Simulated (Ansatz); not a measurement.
Consider the redistribution: `O[SiH]([SiH3])Cl` + `CO[SiH](C)O` → `C[Si@@H](O)O[Si@H](O)Cl` + `C[SiH3]`.

Computed with Ansatz on PBE0-D4/def2-TZVP structures; ΔE is electronic, products minus reactants. CCSD(T)/CBS is the MP2 limit (def2-TZVPP, def2-QZVPP) plus CCSD(T) − MP2 in def2-TZVPP, frozen cores. This one scheme is used for every species. DFT in def2-TZVPP. B3LYP here is the variant with VWN-RPA as its local correlation; programs differ in this. Each species was taken in one conformer, which may not be the lowest.

CCSD(T)/CBS gives -245.7 kJ/mol.

Problem. Another level gave -242.6 kJ/mol. Which?
A. B3LYP-D4/def2-TZVPP
B. PBE0-D4/def2-TZVPP
C. r2SCAN-D4/def2-TZVPP
D. PBE-D4/def2-TZVPP

Solution. C. r2SCAN-D4 -242.6, PBE-D4 -218.0, PBE0-D4 -228.9, B3LYP-D4 -237.4 kJ/mol.

Largest T1 diagnostic among the species: 0.012.

The D4 term adds −7.2 kJ/mol with B3LYP and −4.1 kJ/mol with PBE0; it sums over pairs of atoms, weighted by their polarisabilities, and B3LYP, whose exchange is more repulsive, gets the larger term. From PBE to PBE0 (25 % exact exchange), in def2-TZVPP and without D4, ΔE moves by −11.4 kJ/mol.
